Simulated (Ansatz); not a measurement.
Gas-phase electronic energies from Ansatz, PBE0-D4/def2-TZVP geometries. CCSD(T)/CBS adds triple-zeta CCSD(T) − MP2 to the extrapolated MP2 energy (def2 sets, frozen cores). This one scheme is used for every species. Functionals use def2-TZVPP. B3LYP here is the variant with VWN-RPA as its local correlation; programs differ in this. For Ge outer-core shells are correlated without core-valence functions, which leaves a few kJ/mol of doubt a bond. Scalar relativity is left out up to krypton. Each species was taken in one conformer, which may not be the lowest.

Reaction (formal exchange of groups at a Ge–F bond): `[F][GeH2][SiH2][SiH3]` + `[SiH3][SiH2][GeH3]` → `[SiH3][SiH2][GeH2][GeH2][SiH2][SiH3]` + H–F

```tsv
level	ΔE (kcal/mol)
PBE-D4	-1.2
ωB97X-V	3.5
PBE	3.0
r2SCAN	3.5
B3LYP	8.0
HF/def2-QZVPP	13.3
MP2/CBS(def2)	-3.3
CCSD/CBS(def2)	0.0
```

Task: What does CCSD(T)/CBS give? (An estimate is asked.)

Result: The calculation gave: -1.6 kcal/mol. The listed levels differ from it by 0.4, 5.1, 4.6, 5.1, 9.6, 14.9, -1.7, 1.6 kcal/mol.

Largest T1 diagnostic among the species: 0.013.

In def2-TZVPP, CCSD(T) changes the Hartree–Fock value by −12.6 kcal/mol (the triples alone add −1.5 kcal/mol) and MP2 by −14.4 kcal/mol. From PBE to PBE0 (25 % exact exchange), in def2-TZVPP and without D4, ΔE moves by −0.8 kcal/mol. The D4 term adds −6.7 kcal/mol with B3LYP and −4.0 kcal/mol with PBE0; it sums over pairs of atoms, weighted by their polarisabilities, and B3LYP, whose exchange is more repulsive, gets the larger term.
